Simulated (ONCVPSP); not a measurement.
## V (Z = 23): one change to an ONCV potential, before and after

* Element: V (Z = 23)
* Generator: ONCVPSP 4.0.1
* Type: optimised norm-conserving Vanderbilt (ONCV)
* Functional: PBE
* Relativity: scalar-relativistic
* Frozen core: [Ne]
* Valence charge: 13
* Reference configuration: 3s2 3p6 3d3 4s1 4p1
* Partial waves: 3s+4s: rc 1.35 bohr, ncon 4, nbas 8, qcut 8 1/bohr, 2 projectors; 3p+4p: rc 1.55 bohr, ncon 5, nbas 9, qcut 6.9 1/bohr, 2 projectors; 3d: rc 1.70 bohr, ncon 3, nbas 7, qcut 8.7 1/bohr, 2 projectors, debl 3.5 Ha
* Local potential: polynomial inside 1.20 bohr (lpopt 4, dvloc0 -1 Ha)
* Core correction: none

Change: s: rc 0.94; local potential polynomial inside 0.94 bohr (lpopt 4, dvloc0 -1 Ha).

Cutoffs: the cutoffs (Ha) at which the residual kinetic energy of the hardest occupied pseudo-wave falls to 1 and 0.1 mHa per electron; they do not see the model core or the augmentation charge, which bear on the density cutoff. Errors are all-electron minus pseudo energies relative to the spin-unpolarised reference configuration.

Task: Predict the effect on cutoff, ghosts and configuration errors.

Result: The potential gets harder (29 Ha and 33 Ha → 90 Ha and 187 Ha); the errors of the 4 common tests hardly move; neither file shows a bound ghost. A smaller radius makes the pseudo-wave follow the all-electron one further in, where it bends more sharply, so more plane waves are needed.

| quantity | base | changed |
| --- | --- | --- |
| cutoff, loose | 29 Ha | 90 Ha |
| cutoff, tight | 33 Ha | 187 Ha |
| loose cutoff by channel | s 25 Ha, p 21 Ha, d 29 Ha | s 90 Ha, p 21 Ha, d 29 Ha |
| bound ghosts | none | none |
| GHOST(+) flags under 300 eV | none | none |
| error for 3s2 3p6 3d3 4s2 4p0, meV [ΔE -3.35 eV] | +0.5 | +0.5 |
| error for 3s2 3p6 3d3 4s1 4p0, meV [ΔE 4.39 eV] | -0.2 | -0.2 |
| error for 3s2 3p6 3d3 4s0 4p0, meV [ΔE 18.68 eV] | +0.5 | +0.7 |
| error for 3s2 3p6 3d4 4s0 4p0, meV [ΔE 3.85 eV] | +30 | +30 |
| p: phases at 1.58 bohr within 0.05 rad from the reference energy up to (Ha; the scan ends near 5) | to the end of the scan | to the end of the scan |
| d: phases at 1.73 bohr within 0.05 rad from the reference energy up to (Ha; the scan ends near 5) | to the end of the scan | to the end of the scan |
